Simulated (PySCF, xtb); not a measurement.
C2H8F2Si2, SMILES FC(F)C[SiH2][SiH3].

GFN2-xTB (xtb) at its own geometry gives an orbital gap of 4.48 eV and a dipole moment of 3.03 D.

Geometry optimised at B3LYP-D3(BJ)/def2-SVP. The structure was generated by enumeration, and PubChem lists no compound with its InChIKey, so it may never have been made. One conformer was computed; it need not be the lowest.

Question: What does HF/def2-TZVP (PySCF) give? (An estimate is asked for; the answer gives what the named calculation found.)

Answer: gap 13.96 eV (levels -11.02 and 2.93 eV), dipole 2.14 D.
